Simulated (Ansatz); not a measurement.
`O[Si@@H](F)[C@@H]1CO1`. Charge 0, multiplicity 1.

Cartesian coordinates in Å:
```
O -0.8965 -0.0722 -1.7815
Si 0.2057 0.8549 -1.0239
F -0.1965 2.3985 -1.0451
C 0.2438 0.3059 0.7602
C 0.2240 -1.1289 1.0728
O -0.9666 -0.3786 1.1535
H -1.6254 -0.3592 -1.2218
H 1.4875 0.7385 -1.7451
H 0.6361 0.9614 1.5363
H 0.6256 -1.4604 2.0265
H 0.2624 -1.8600 0.2681
```

Task: Give the diagnostics of a CCSD(T)/def2-TZVPP run (frozen core, Ansatz). (Estimate.)

Result: The calculation gave: T1 = 0.0121, largest single amplitude 0.013, largest double 0.014, (T) share of the correlation energy 3.6 %, 9 CCSD cycles. The RHF solution is stable towards an unrestricted one. T1 lies under the customary mark of 0.02 for closed shells.
